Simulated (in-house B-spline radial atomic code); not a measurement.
Results of a calculation; reference values are marked as such.
Weak and strong correlation along the adiabatic connection

Two-electron singlets in several external potentials (atomic units), by full CI in B-splines with partial waves to l = 8 (correlation energies up to 0.6 % small). The repulsion is scaled by λ at fixed density; W(λ) is the mean repulsion less the Hartree energy, W(0) = E_x, and the area under W from 0 to 1 is E_xc.

One system gave this curve:

```
   λ  W (hartree)
   0     -0.23384
0.02     -0.23584
0.05     -0.23869
0.12     -0.24471
0.25     -0.25395
 0.4     -0.26225
 0.6     -0.27058
 0.8     -0.27681
   1     -0.28165
 1.4     -0.28869
   2     -0.29557
   3     -0.30248
 4.5      -0.3084
   7     -0.31384
```

Question: Which system is it?
A. ω²r²/2 − Z/r, ω = 0.103, Z = 3
B. ω²r²/2 − Z/r, ω = 0.0455, Z = 2
C. −V exp(−r²/w²), V = 0.958, w = 10.3
D. −Z/r, Z = 18

Answer: C. The exchange energy sets the size: −V exp(−r²/w²), V = 0.958, w = 10.3: E_x = -0.234, E_c = -0.03; −Z/r, Z = 18: E_x = -11, E_c = -0.0459; ω²r²/2 − Z/r, ω = 0.103, Z = 3: E_x = -1.65, E_c = -0.0434; ω²r²/2 − Z/r, ω = 0.0455, Z = 2: E_x = -1.03, E_c = -0.042 hartree.
